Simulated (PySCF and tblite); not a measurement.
Results of a calculation; reference values are marked as such.
Stationary points of C7H7F at GFN2-xTB, in Å:

Structure A

```
 1 F    -1.192   -0.305    1.631
 2 C    -1.415   -0.400    0.255
 3 C    -0.485   -1.393   -0.362
 4 C     0.846   -1.320   -0.214
 5 C     1.568   -0.240    0.388
 6 C     1.194    1.058    0.360
 7 C     0.015    1.562   -0.278
 8 C    -1.148    0.909   -0.414
 9 H    -2.462   -0.704    0.154
10 H    -0.933   -2.212   -0.905
11 H     1.448   -2.143   -0.580
12 H     2.543   -0.486    0.789
13 H     1.883    1.801    0.741
14 H     0.091    2.563   -0.686
15 H    -1.956    1.339   -0.987
```

Structure B

```
 1 F    -2.297   -0.642    1.044
 2 C    -1.494   -0.434   -0.104
 3 C    -0.423   -1.477   -0.071
 4 C     0.903   -1.369    0.036
 5 C     1.734   -0.197    0.092
 6 C     1.360    1.095    0.064
 7 C     0.032    1.640   -0.029
 8 C    -1.145    1.019   -0.125
 9 H    -2.188   -0.653   -0.935
10 H    -0.846   -2.475   -0.094
11 H     1.457   -2.300    0.067
12 H     2.794   -0.405    0.163
13 H     2.145    1.839    0.115
14 H     0.004    2.723   -0.041
15 H    -2.035    1.636   -0.182
```

Structure C

```
 1 F    -2.654   -0.779   -0.442
 2 C    -1.332   -0.395   -0.442
 3 C    -0.495   -1.373    0.319
 4 C     0.840   -1.307    0.301
 5 C     1.604   -0.243   -0.291
 6 C     1.228    1.053   -0.320
 7 C     0.007    1.566    0.237
 8 C    -1.157    0.908    0.269
 9 H    -1.020   -0.328   -1.495
10 H    -1.027   -2.135    0.868
11 H     1.410   -2.091    0.781
12 H     2.605   -0.498   -0.613
13 H     1.942    1.790   -0.664
14 H     0.064    2.552    0.679
15 H    -2.020    1.288    0.793
```

Geometries: GFN2-xTB; energies: CAM-B3LYP/pcSseg-1 + D3(BJ); zero-point and thermal terms from GFN2-xTB harmonic modes (soft modes blended into free rotors).

**Question.** Which structure is a saddle point, and along which motion?

**Answer.** B: one imaginary mode (72i cm⁻¹ at GFN2-xTB, mostly on F1, C3, C8), along the inversion of the 7-membered ring (2–3–4–5–6–7–8).

**Question.** Give their symmetry and energies above the lowest.

**Answer.** A Cs, 1.3 kcal/mol; B Cs, 3.3 kcal/mol; C Cs, 0.0 kcal/mol.
